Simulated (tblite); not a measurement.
Species: 1-benzothiophene 1,1-dioxide, C8H6O2S.
Atom-mapped SMILES: `[O:1]=[S:2]1(=[O:3])[CH:4]=[CH:5][c:6]2[cH:7][cH:8][cH:9][cH:10][c:11]21` (hydrogens: H12 on C4; H13 on C5; H14 on C7; H15 on C8; H16 on C9; H17 on C10)

Level: GFN2-xTB in tblite, geometry and Hessian alike; calculated harmonic values, unscaled, isolated species. Errors from tens to a few hundred cm⁻¹ against measured bands are possible.

Harmonic wavenumbers (cm⁻¹): 81.8, 110.6, 219.3, 226.3, 263.5, 357.8, 380.6, 430.3, 483.1, 494.8, 507.7, 519.5, 591.2, 671.2, 674.7, 747.3, 757.7, 789.0, 831.7, 880.6, 890.1, 913.9, 929.2, 1008.4, 1040.3, 1071.4, 1123.2, 1150.0, 1172.6, 1196.1, 1232.0, 1250.3, 1273.1, 1342.2, 1428.6, 1440.5, 1572.3, 1591.8, 1636.2, 3074.0, 3084.4, 3091.8, 3099.1, 3107.6, 3166.4.

A = 2058, B = 865.3, C = 689.5 MHz; mass 166.009 u (most abundant isotopes); point group Cs, symmetry number 1.

Task: Zero-point energy?

Result: ½Σν̃ = 25952 cm⁻¹ = 74.20 kcal/mol.

Task: Entropy at 200 K, 1 bar (ideal gas, RRHO, classical rotation)?

Result: Translation 39.27, rotation 28.76, vibration 12.22: S = 80.3 cal/(mol K).

Task: And Cp and H(200 K) − H(0)?

Result: Cp = 25.79 cal/(mol K), of which vibrations give 17.84 (their classical limit is 45 R = 89.4); H(200 K) − H(0) = 3.09 kcal/mol without the zero-point energy, 1.50 from vibrations.

Task: Blend soft modes into free rotors: weight 1/[1 + (100 cm⁻¹/ν̃)⁴] for the oscillator and the rest for a rotor with moment μB/(μ + B), μ = h/(8π²ν), B = 10⁻⁴⁴ kg m². What vibrational entropy results?

Result: 11.94 cal/(mol K) in place of 12.22, which changes −T·S at 200 K by +0.06 kcal/mol.

Task: What must be added to the electronic energy to get the Gibbs energy at 200 K and 1 bar?

Result: ZPE + [H(200 K) − H(0)] − T·S = 74.20 + 3.09 − 16.05 = 61.24 kcal/mol.

Task: How do the functions run with temperature in this model?

Result: 
```tsv
T (K)	S (cal/(mol K))	Cp (cal/(mol K))	H − H(0) (kcal/mol)	G − H(0) (kcal/mol)	ln q(vib)
50	58.1	10.5	0.44	-2.47	0.15
100	66.7	14.9	1.07	-5.60	0.72
298.15	92.7	37.1	6.18	-21.45	4.38
373.15	101.9	45.1	9.27	-28.75	6.04
500	116.7	55.9	15.71	-42.62	9.00
750	142.2	69.7	31.58	-75.09	14.86
1000	163.5	77.7	50.09	-113.38	20.38
```

q(vib) and H(0) count from the zero-point level.

Task: Which modes carry the vibrational entropy at 200 K?

Result: 81.8 cm⁻¹: 3.07; 110.6 cm⁻¹: 2.49; 219.3 cm⁻¹: 1.28; 226.3 cm⁻¹: 1.22; 263.5 cm⁻¹: 0.99; 357.8 cm⁻¹: 0.58 cal/(mol K); the other 39 give 2.59 together.

Hindered rotation and anharmonicity are outside this model.
